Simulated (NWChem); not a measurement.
Species: GaCl₂F; SMILES [Ga]([Cl])([Cl])[F]

Results from NWChem. Pople sets run with spherical d functions. Structure relaxed at the PBE0/def2-SVP level.

For level PW6B95/6-31G*:

highest occupied level (eV): -9.74
orbital gap (eV): 7.53

Problem. Estimate the same quantities for level N12/6-31G*.

Solution. 
- highest occupied level (eV): -8.09
- orbital gap (eV): 4.99
